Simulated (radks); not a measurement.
Q: Successive ionisation energies (eV) of one element, from differences of total energies of ions in their ground configurations, starting at charge 44: 3620.9, 3741.2, 3914.9, 4040.2, 4166.9, 4295.0, 4639.4, 4751.2, 4863.5, 4976.2, 5337.6, 5456.8, 5704.5, 5810.5, 12912.9, 13219.4, 13527.8, 13837.5, 15162.7, 15504.5, 15978.3, 16238.5. All-electron calculation, Dirac Kohn-Sham, relativistic LDA (MacDonald-Vosko exchange, VWN5 correlation), spin-unpolarised, spherical densities, finite nucleus; open shells fill j = l - 1/2 first; Fermi nuclear charge, rms radius 5.2516 fm. Program: a radial shooting solver on a logarithmic mesh with Libxc functionals. Which element is it?

A: Erbium (Z = 68). The first species listed is Er44+ in [Ar] 3d6, the last Er65+ in [He] 2s1.
